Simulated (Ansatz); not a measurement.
`C[Si](C)(C)C#Cc1ccc(-c2ccc(-c3ccc(-c4ccc(-c5ccc(-c6ccc(C#C[Si](C)(C)C)s6)s5)s4)s3)s2)s1`. The state is a singlet with charge 0. Geometry PBE-D4/def2-SVP.

```xyz
72

C     9.971  -12.372    0.006
Si   10.692  -10.732    0.612
C    12.203  -10.257   -0.420
C    11.147  -10.845    2.444
C     9.410   -9.416    0.412
C     8.550   -8.538    0.260
C     7.573   -7.540    0.098
C     6.988   -7.061   -1.080
C     6.035   -6.043   -0.858
C     5.866   -5.717    0.492
C     4.992   -4.736    1.082
C     4.854   -4.367    2.423
C     3.885   -3.361    2.638
C     3.258   -2.932    1.464
C     2.234   -1.931    1.314
C     1.784   -1.004    2.260
C     0.749   -0.170    1.782
C     0.381   -0.434    0.459
C    -0.627    0.199   -0.348
C    -1.034   -0.101   -1.652
C    -2.069    0.733   -2.129
C    -2.484    1.693   -1.201
C    -3.515    2.688   -1.347
C    -4.490    2.785   -2.344
C    -5.351    3.893   -2.183
C    -5.060    4.671   -1.059
C    -5.718    5.859   -0.577
C    -5.378    6.669    0.512
C    -6.251    7.764    0.696
C    -7.280    7.819   -0.250
C    -8.320    8.757   -0.375
C    -9.240    9.578   -0.492
Si  -10.608   10.812   -0.641
C   -10.874   11.599    1.057
C   -12.169    9.910   -1.210
C   -10.110   12.126   -1.906
S    -7.147    6.475   -1.377
S    -3.682    4.006   -0.204
S    -1.564    1.540    0.283
S     1.344   -1.751   -0.185
S     3.899   -3.799    0.082
S     6.912   -6.699    1.494
H    10.719  -13.186    0.106
H     9.074  -12.652    0.594
H     9.675  -12.305   -1.060
H    12.631   -9.293   -0.079
H    11.935  -10.152   -1.491
H    12.992  -11.035   -0.338
H    11.547   -9.879    2.815
H    10.263  -11.109    3.058
H    11.923  -11.623    2.603
H     7.263   -7.454   -2.067
H     5.475   -5.543   -1.661
H     5.445   -4.829    3.226
H     3.627   -2.961    3.627
H     2.212   -0.932    3.268
H     0.271    0.617    2.382
H    -0.581   -0.912   -2.239
H    -2.504    0.654   -3.134
H    -4.580    2.053   -3.157
H    -6.180    4.129   -2.865
H    -4.509    6.464    1.152
H    -6.152    8.514    1.491
H    -9.951   12.101    1.411
H   -11.157   10.835    1.809
H   -11.684   12.357    1.013
H   -13.016   10.622   -1.305
H   -12.013    9.428   -2.196
H   -12.460    9.122   -0.486
H   -10.911   12.886   -2.014
H    -9.181   12.645   -1.595
H    -9.929   11.671   -2.901
```

B3LYP takes the VWN-RPA correlation. HSE06 is defined as in plane-wave codes, on full-range PBE exchange. Single mean-field runs in 6-31G, def2-SVP are fitted with def2-universal-jkfit. The restricted singlet is unstable towards broken spin symmetry in Hartree–Fock (as tested in another run); at HF/6-31G this wasn't settled.

Estimate the orbital energies around the gap (eV) in Ansatz with HF/6-31G, PBE-D4/def2-SVP, B3LYP-D4/6-31G, PBE0-D4/def2-SVP, HSE06-D4/def2-SVP.


```tsv
orbital	HF/6-31G	PBE-D4/def2-SVP	B3LYP-D4/6-31G	PBE0-D4/def2-SVP	HSE06-D4/def2-SVP
HOMO−9	-10.08	-6.47	-7.28	-7.69	-7.29
HOMO−8	-10.07	-6.45	-7.28	-7.69	-7.29
HOMO−7	-9.96	-6.45	-7.27	-7.63	-7.24
HOMO−6	-9.88	-6.41	-7.19	-7.56	-7.16
HOMO−5	-9.80	-6.33	-7.11	-7.47	-7.07
HOMO−4	-9.76	-6.32	-7.09	-7.46	-7.06
HOMO−3	-9.18	-6.02	-6.70	-7.12	-6.72
HOMO−2	-8.17	-5.48	-6.03	-6.45	-6.07
HOMO−1	-7.24	-4.94	-5.38	-5.78	-5.43
HOMO	-6.46	-4.46	-4.82	-5.21	-4.88
LUMO	0.33	-3.02	-2.44	-2.57	-2.89
LUMO+1	1.03	-2.59	-1.91	-2.05	-2.39
LUMO+2	1.92	-2.07	-1.27	-1.42	-1.78
LUMO+3	2.78	-1.59	-0.68	-0.84	-1.21
LUMO+4	3.66	-1.16	-0.07	-0.27	-0.65
LUMO+5	3.85	-1.14	-0.01	-0.22	-0.60
```
